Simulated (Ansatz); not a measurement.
`[CH3][Ge]([CH3])([F])[Cl]` and `[CH3][Ge]([F])([F])[Cl]` differ in one atom or group.

Ansatz, PBE0-D4/def2-TZVP geometries, multiplicity 1. 

Scalar relativity is left out up to krypton.

```tsv
property	`[CH3][Ge]([CH3])([F])[Cl]`
LUMO energy (B3LYP/def2-TZVPP) / eV	0.12
HOMO energy (PBE0/def2-TZVPP) / eV	-8.61
LUMO energy (PBE/def2-TZVPP) / eV	-0.52
LUMO energy (PBE0/def2-TZVPP) / eV	0.47
size of the dipole moment (B3LYP/def2-TZVPP) / D	3.25
HOMO energy (B3LYP/def2-TZVPP) / eV	-8.36
```

Question: Give the same properties after the change, and the shifts. (Estimate.)

Answer: The calculation gave: 
```
                                        property  `[CH3][Ge]([F])([F])[Cl]`  shift
             LUMO energy (B3LYP/def2-TZVPP) / eV                      -0.77  -0.89
              HOMO energy (PBE0/def2-TZVPP) / eV                      -9.63  -1.02
               LUMO energy (PBE/def2-TZVPP) / eV                      -1.47  -0.95
              LUMO energy (PBE0/def2-TZVPP) / eV                      -0.40  -0.87
size of the dipole moment (B3LYP/def2-TZVPP) / D                       3.30   0.05
             HOMO energy (B3LYP/def2-TZVPP) / eV                      -9.35  -0.99
```

With PBE0 the HOMO falls by 1.02 eV and the LUMO falls by 0.87 eV, so the gap widens by about 0.15 eV. PBE moves the HOMO by -0.92 eV and ωB97M-V by -1.07 eV. Dipoles are sizes alone; their direction can turn.

B3LYP here is the variant with VWN-RPA as its local correlation; programs differ in this.
